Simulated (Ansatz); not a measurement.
Frontier orbitals of `FC1=NCC[SiH2]1`.

Total charge 0; spin multiplicity 1. The geometry is a stationary point of PBE0-D4/def2-TZVP. Basis def2-TZVPP, Ansatz.

| functional | HOMO (eV) | LUMO (eV) | gap (eV) |
| --- | --- | --- | --- |
| PBE | -6.32 | -1.55 | 4.77 |
| PBE0 | -7.75 | -0.51 | 7.24 |
| B3LYP | -7.52 | -0.75 | 6.77 |
| HSE06 (plane-wave form) | -7.35 | -0.90 | 6.45 |
| ωB97M-V | -10.07 | 1.66 | 11.73 |
| HF | -11.26 | 2.92 | 14.18 |

A quarter of exact exchange (PBE0) shifts PBE's HOMO by −1.43 eV and its LUMO by +1.03 eV; full exchange at long range (ωB97M-V) shifts them by −3.75 and +3.21 eV. The gap opens from 4.78 to 11.73 eV, since occupied levels lose self-interaction and empty ones feel all the electrons. A positive LUMO is unbound and depends on the basis.

B3LYP here is the variant with VWN-RPA as its local correlation; programs differ in this.
